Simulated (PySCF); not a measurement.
Compounds:

A. `C#C[P@]1(=N)C[C@H](C=C)C1`
B. SMILES C(C)(=O)Oc1ccco1
C. SMILES CC(C)c1cncpc1

Spectrum 1. 1H NMR (400 MHz, computed): δ 6.84 (m, 1H), 5.22 (m, 1H), 5.18 (m, 1H), 2.92 (m, 2H), 2.67 (m, 2H), 2.55 (m, 1H), 2.22 (m, 1H), 1.82 (br s, 1H). 13C{1H} NMR (computed): δ 153.2 (CH), 118.4 (CH2), 94.3 (CH), 87.2 (C), 55.8 (CH2), 31.1 (CH).

Spectrum 2. 1H NMR (400 MHz, computed): δ 10.61 (m, 1H), 9.41 (m, 1H), 9.18 (m, 1H), 2.65 (sept, 1H), 1.37 (d, 6H). 13C{1H} NMR (computed): δ 189.0 (CH), 173.3 (CH), 151.1 (CH), 148.5 (C), 43.4 (CH), 26.8 (CH3).

Spectrum 3. 1H NMR (400 MHz, computed): δ 7.06 (m, 1H), 6.99 (m, 1H), 6.65 (m, 1H), 2.30 (s, 3H). 13C{1H} NMR (computed): δ 169.8 (C), 160.3 (C), 136.6 (CH), 118.1 (CH), 99.8 (CH), 23.8 (CH3).

Calculated, not measured (PySCF): geometry: GFN2-xTB, σ from GIAO-PBE0/pcSseg-1. Gas phase, averaged over atoms made equivalent by symmetry, fast rotation or ring inversion, non-relativistic, one conformer.

δ = σ(ref) − σ, references computed at the same level: TMS for 1H (σ = 31.72 ppm), 13C (σ = 186.93 ppm). Splittings of carbon signals by F and P are missing where no couplings were computed. Where no couplings were computed, multiplicities follow the n + 1 count of equivalent neighbours, and m marks all less simple cases (inequivalent or close neighbours, rings, F or P nearby). Shifts are as computed. Against solution values, carbons near 30 ppm lie about +3 ppm off and those near 130 ppm about +5 ppm. Of 1211 compounds with measured shifts, 218 miss one by over three times the rms of a fit or turn the order of signals round; such compounds aren't used in these exercises. OH and NH positions are gas-phase values without hydrogen bonding to other molecules.

Q: Which spectrum belongs to which compound?

A: 1–A, 2–C, 3–B.

- Spectrum 1 (A): 6 13C signals; δC 153.2 is an alkene CH; δC 118.4 is a terminal =CH2 carbon.
- Spectrum 2 (C): 6 13C signals; δC 189.0 is an aromatic CH next to a ring nitrogen; δC 151.1 is an aromatic CH next to a ring nitrogen.
- Spectrum 3 (B): 6 13C signals; δC 169.8 is an ester carbonyl carbon; δC 160.3 is an aromatic carbon bearing oxygen.
